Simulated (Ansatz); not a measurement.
Wavefunction ladder for C8H18F2Ge (`CC(C)[CH2][Ge]([F])([F])[CH2]C(C)C`)

Cartesian coordinates in Å:
```
C -0.379 3.197 1.995
C -1.154 2.023 1.412
C -1.916 1.283 2.502
C -0.205 1.094 0.652
Ge -1.070 -0.334 -0.337
F -1.569 -1.579 0.776
F -2.588 0.278 -0.930
C -0.159 -1.171 -1.830
C 1.327 -1.444 -1.598
C 1.548 -2.409 -0.440
C 1.973 -1.974 -2.871
H 0.146 3.757 1.217
H -1.047 3.888 2.515
H 0.366 2.848 2.717
H -1.884 2.418 0.697
H -2.582 1.964 3.037
H -2.522 0.469 2.099
H -1.224 0.850 3.231
H 0.386 1.663 -0.074
H 0.510 0.629 1.340
H -0.305 -0.511 -2.690
H -0.693 -2.102 -2.050
H 1.817 -0.494 -1.347
H 1.130 -2.036 0.499
H 2.613 -2.591 -0.282
H 1.069 -3.371 -0.645
H 1.519 -2.925 -3.164
H 3.043 -2.145 -2.729
H 1.849 -1.275 -3.702
```

The species carries charge 0 and has multiplicity 1. Correlated methods include outer-core shells of Ge, which these sets cover unevenly. Scalar relativity is left out up to krypton. Geometry: relaxed with PBE0-D4/def2-TZVP. It is one conformer, not always the lowest. Frozen core, restricted reference, the Gaussian-basis code of Ansatz.

```json
{"basis": "def2-SVP", "HF (Eh)": "-2587.12832", "MP2 corr.": "-1.75692"}
{"basis": "def2-TZVPP", "HF (Eh)": "-2587.98985", "MP2 corr.": "-2.16520"}
{"basis": "def2-QZVPP", "HF (Eh)": "-2588.05559", "MP2 corr.": "-2.56414"}
```

Question: Estimate the CCSD correlation energy and the (T) correction in each basis where they were run (hartree).

Answer: 
| basis | CCSD corr. | (T) |
| --- | --- | --- |
| def2-SVP | -1.85986 | -0.05169 |
| def2-TZVPP | -2.24709 | -0.08468 |
